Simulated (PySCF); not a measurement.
## Dipole response of Ag (silver, neutral)

[Kr] 4d9 5s2, 2D determinant (an excited configuration). Computed with PySCF 2.14 in ANO-RCC-VDZP (6s5p3d1f, 43 functions), with the spin-free X2C one-electron Hamiltonian (Gaussian nucleus). Coupled (time-dependent) response in atomic units; α is the mean over directions. The basis has no added diffuse functions, which lowers α and C₆. A double-zeta set is small for polarisabilities.

| method | mean α (bohr³) | α xx, yy, zz | C₆ (like pair) | S(−4) |
| --- | --- | --- | --- | --- |
| UHF | 49.25 | 49.80, 49.80, 48.15 | 467.3 | 988.8 |
| PBE | 39.36 | 39.75, 39.75, 38.57 | 341.6 | 611.7 |
| PBE0 | 41.81 | 42.26, 42.26, 40.89 | 370.6 | 699.8 |
| M06-2X | 34.19 | 34.53, 34.53, 33.52 | 286.5 | 454.6 |
| PW91 | 39.24 | 39.63, 39.63, 38.46 | 340.0 | 608.7 |

S(−4) is the Cauchy moment in α(ω) = α(0) + S(−4) ω² + …

Spin-orbit coupling is absent.

α(iu) at PBE0:

| u (hartree) | α(iu) (bohr³) |
| --- | --- |
| 0 | 41.81 |
| 0.0500 | 40.14 |
| 0.100 | 35.96 |
| 0.200 | 26.02 |
| 0.300 | 18.59 |
| 0.500 | 10.76 |
| 0.750 | 6.741 |
| 1.00 | 4.888 |
| 1.50 | 3.162 |
| 2.00 | 2.301 |
| 3.00 | 1.385 |
| 5.00 | 0.6385 |

The components differ because the open shell of this determinant is not spherical; for a pure term their mean is the scalar polarisability.
